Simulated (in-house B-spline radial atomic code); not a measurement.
Successive ionisation energies of iridium; each step leads to the configuration of the next row (after the last: bare). NIST's values go from ground level to ground level; the uncertainty of those that are theory runs from under 0.1 % in few-electron ions to several per cent in heavy many-electron ones. Computed with an all-electron radial atomic-structure program (B-spline basis): non-relativistic Hartree-Fock, average of the configuration, point nuclei.

This level leaves out relativity, spin-orbit splitting included, which matters for heavy ions.

| ion | configuration | ionisation energy (eV) | tabulated value (eV) | computed minus tabulated (eV) | highest orbital | largest mean radius (bohr) |
| --- | --- | --- | --- | --- | --- | --- |
| Ir61+ | [Ne] 3s2 3p4 | 6466.5 | 6580 | -114 | 3p | 0.19332 |
| Ir62+ | [Ne] 3s2 3p3 | 6594.1 | 6708 | -114 | 3p | 0.19265 |
| Ir63+ | [Ne] 3s2 3p2 | 6722.5 | 7274 | -552 | 3p | 0.19198 |
| Ir64+ | [Ne] 3s2 3p1 | 6851.8 | 7421 | -569 | 3p | 0.19131 |
| Ir65+ | [Ne] 3s2 | 7096.2 | 7710 | -614 | 3s | 0.19065 |
| Ir66+ | [Ne] 3s1 | 7224.3 | 7850 | -626 | 3s | 0.18992 |
| Ir67+ | [He] 2s2 2p6 | 16856.5 | 17040 | -183 | 2p | 0.081399 |
| Ir68+ | [He] 2s2 2p5 | 17198.1 | 17390 | -192 | 2p | 0.081075 |
| Ir69+ | [He] 2s2 2p4 | 17542.4 | 17770 | -228 | 2p | 0.080754 |
| Ir70+ | [He] 2s2 2p3 | 17889.5 | 18120 | -231 | 2p | 0.080434 |
| Ir71+ | [He] 2s2 2p2 | 18239.4 | 20210 | -1971 | 2p | 0.080117 |
| Ir72+ | [He] 2s2 2p1 | 18592.0 | 20650 | -2058 | 2p | 0.079802 |
| Ir73+ | [He] 2s2 | 19030.7 | 21200 | -2169 | 2s | 0.07949 |
| Ir74+ | [He] 2s1 | 19340.2 | 21556.6 | -2216 | 2s | 0.079201 |
| Ir75+ | 1s2 | 79361.6 | 86442.44 | -7081 | 1s | 0.019576 |
| Ir76+ | 1s1 | 80668.2 | 88113.6 | -7445 | 1s | 0.019481 |

(1) Where is the largest jump?

Answers

(1) From Ir74+ to Ir75+, by a factor of 4.10 (19340 to 79362 eV); the highest orbital goes from 2s to 1s.
